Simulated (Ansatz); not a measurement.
Consider the hydrogenolysis of a B–F bond: `FB1C[SiH]1Br` + H₂ → `Br[SiH]1BC1` + H–F.

Computed with Ansatz on PBE0-D4/def2-TZVP structures; ΔE is electronic, products minus reactants. CCSD(T)/CBS adds triple-zeta CCSD(T) − MP2 to the extrapolated MP2 energy (def2 sets, frozen cores). This one scheme is used for every species. DFT in def2-TZVPP. For Br outer-core shells are correlated without core-valence functions, which leaves a few kJ/mol of doubt a bond. Scalar relativity is left out up to krypton.

| level | ΔE (eV) |
| --- | --- |
| B2PLYP | 1.00 |
| HF/def2-QZVPP | 1.06 |
| MP2/def2-QZVPP | 0.91 |
| MP2/CBS(def2) | 0.90 |

Question: What does CCSD(T)/CBS give? (Estimate.)

Answer: Computed: +0.91 eV. The listed levels differ from it by 0.09, 0.15, 0.00, -0.01 eV.

Largest T1 diagnostic among the species: 0.012.

In def2-TZVPP, CCSD(T) changes the Hartree–Fock value by −0.12 eV (the triples alone add −0.01 eV) and MP2 by −0.13 eV.
